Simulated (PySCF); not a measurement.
## Potassium: a sound run and one with changed settings

Sound run: K⁺ [Ar], K²⁺ [Ne] 3s2 3p5. Calculation: PySCF 2.14, in cc-pVTZ-X2C (6s5p3d1f, 43 functions); scalar relativity by spin-free X2C-1e. In the sound run the correlated levels freeze [Ne] 3s2. The sound run starts from symmetry-adapted Hartree-Fock orbitals and uses a fine grid where one is needed.

Changed run: basis STO-3G, all-electron and non-relativistic. This setting is unsound on purpose.

```json
{"species": "K⁺", "method": "UHF", "sound run (hartree)": "-601.31651", "changed run (hartree)": "-593.00933", "converged": "yes"}
{"species": "K⁺", "method": "PBE", "sound run (hartree)": "-601.85362", "changed run (hartree)": "-593.42795", "converged": "yes"}
{"species": "K⁺", "method": "MN15", "sound run (hartree)": "-602.22102", "changed run (hartree)": "-592.43449", "converged": "yes"}
{"species": "K⁺", "method": "MP2", "sound run (hartree)": "-601.38900", "changed run (hartree)": "-593.01816", "converged": "yes"}
{"species": "K⁺", "method": "CCSD(T)", "sound run (hartree)": "-601.39846", "changed run (hartree)": "-593.01939", "converged": "yes"}
{"species": "K²⁺", "method": "UHF", "sound run (hartree)": "-600.17093", "changed run (hartree)": "-591.89066", "converged": "yes"}
{"species": "K²⁺", "method": "PBE", "sound run (hartree)": "-600.66396", "changed run (hartree)": "-592.26835", "converged": "yes"}
{"species": "K²⁺", "method": "MN15", "sound run (hartree)": "-601.01901", "changed run (hartree)": "-591.26793", "converged": "yes"}
{"species": "K²⁺", "method": "MP2", "sound run (hartree)": "-600.21414", "changed run (hartree)": "-591.89339", "converged": "yes"}
{"species": "K²⁺", "method": "CCSD(T)", "sound run (hartree)": "-600.22188", "changed run (hartree)": "-591.89385", "converged": "yes"}
```

Ionisation energy of K⁺:

| method | sound run (eV) | changed run (eV) |
| --- | --- | --- |
| UHF | 31.173 | 30.441 |
| PBE | 32.372 | 31.554 |
| MN15 | 32.708 | 31.744 |
| MP2 | 31.970 | 30.606 |
| SCS-MP2 | 31.910 | 30.600 |
| CCSD | 32.013 | 30.622 |
| CCSD(T) | 32.016 | 30.627 |

A minimal basis cannot let orbitals breathe on ionisation and holds almost no correlation. The Hamiltonian changed with the basis, so the totals do not compare.

For comparison, NIST gives 31.625 eV between the lowest levels.
